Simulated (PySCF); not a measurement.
# UHF on Fe⁺ (iron, charge +1)

Configuration: [Ar] 3d6 4p1, one real determinant (an excited configuration). Computed with PySCF 2.14 in aug-cc-pVDZ (7s6p4d2f, 59 functions), with no relativity, point nucleus.

| Quantity | Value |
| --- | --- |
| Total energy | -1262.055655 hartree |
| One-electron energy | -1735.3375 hartree |
| Hartree (Coulomb) energy | 527.5644 hartree |
| Exchange energy | -54.2826 hartree |
| Kinetic energy | 1262.24329 hartree |
| ⟨S²⟩ | 8.7537 |
| ⟨L²⟩ | 8.017 |
| Sum of ⟨r⟩ | 18.74 bohr |
| Sum of ⟨r²⟩ | 29.92 bohr² |
| Traceless quadrupole moment −½Σ⟨3z² − r²⟩ along its main axis | -5.14 e·bohr² |
| Density at the nucleus (Gaussians lack the cusp) | 11800 bohr⁻³ |
| Spin density at the nucleus | 0.174 bohr⁻³ |
| Langevin diamagnetic susceptibility | -23.7 ×10⁻⁶ cm³/mol |

```
shell  electrons  mean orbital energy (hartree)  spread (hartree)  rms radius, mean of both spins (bohr)
 1s α          1                     -261.72827                 0                                 0.0685
 1s β          1                     -261.72422                 0                                 0.0685
 2s α          1                      -32.34800                 0                                  0.292
 2s β          1                      -32.22136                 0                                  0.292
 2p α          3                      -27.82889           0.03715                                  0.262
 2p β          3                      -27.70282           0.00179                                  0.262
 3s α          1                       -4.70206                 0                                  0.881
 3s β          1                       -4.34700                 0                                  0.881
 3p α          3                       -3.31984           0.07673                                  0.938
 3p β          3                       -2.88965           0.06319                                  0.938
 3d α          5                       -1.04727           0.08090                                   1.20
 3d β          1                       -0.84621                 0                                   1.20
 4p α          1                       -0.39678                 0                                   3.71
```

⟨L²⟩ = 8.02 against 12 for a pure F term, so this real determinant mixes terms.

Spin-orbit constants ζ (cm⁻¹) from the X2C one-electron operator on these orbitals (non-relativistic here): bare nucleus, nucleus screened by l(l+1)(2l+1)/3 electrons, and screened by the Breit-Pauli mean field of the electrons.

```
shell   bare  screened nucleus  mean field
   2p  67960             62730       60290
   3p   8226              7594        7244
   3d  785.9             483.6       436.2
   4p  367.5             339.2       320.6
```

To first order the Landé constant is A = -36.78 cm⁻¹, so the lowest level has J = 11/2 and lies 0.0342 eV below the centre of the term. This holds in LS coupling only.
